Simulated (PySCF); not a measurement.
Computational details: GFN2-xTB geometry, GIAO PBE0/pcSseg-1 shieldings, in PySCF (no solvent, non-relativistic, a single conformation, rapidly exchanging positions averaged).

References, each an isolated molecule treated in the same way: 1H and 13C vs TMS. Shifts are as computed. Against solution values, carbons near 30 ppm lie about +3 ppm off and those near 130 ppm about +5 ppm. Of 1211 compounds with measured shifts, 218 miss one by over three times the rms of a fit or turn the order of signals round; such compounds aren't used in these exercises.

Q: Order these molecules by the shift of their most shielded carbon-bound hydrogen, lowest δ first.
A. Cc1cn(C2CC2)c(F)p1
B. C=C/C=C/C(=C)CC(F)(F)F
C. C#C[Si@](F)([SiH3])P
D. COC(=O)c1cnoc1

A: A (0.96 ppm, hydrogen on a three-membered-ring carbon), C (2.48 ppm, hydrogen on a terminal alkyne carbon), B (2.99 ppm, hydrogen on an allylic sp3 CH2), D (4.11 ppm, hydrogen on a methyl carbon bonded to O).

Q: Order these molecules by the shift of their most deshielded carbon-bound hydrogen, lowest δ first.
A. COC(=O)c1cnoc1
B. C#C[Si@](F)([SiH3])P
C. C=C/C=C/C(=C)CC(F)(F)F

A: B (2.48 ppm, hydrogen on a terminal alkyne carbon), C (6.72 ppm, hydrogen on an alkene CH), A (9.20 ppm, hydrogen on an aromatic CH next to the ring oxygen).

Q: How many 13C and 1H signals does each give (equivalence by symmetry and fast rotation, but not about amide C–N or C=N bonds)? `C#C[Si@](F)([SiH3])P`, `COC(=O)c1cnoc1`, `C=C/C=C/C(=C)CC(F)(F)F`, `Cc1cn(C2CC2)c(F)p1`

A: C#C[Si@](F)([SiH3])P: 2 C, 3 H; COC(=O)c1cnoc1: 5 C, 3 H; C=C/C=C/C(=C)CC(F)(F)F: 8 C, 8 H; Cc1cn(C2CC2)c(F)p1: 6 C, 5 H.
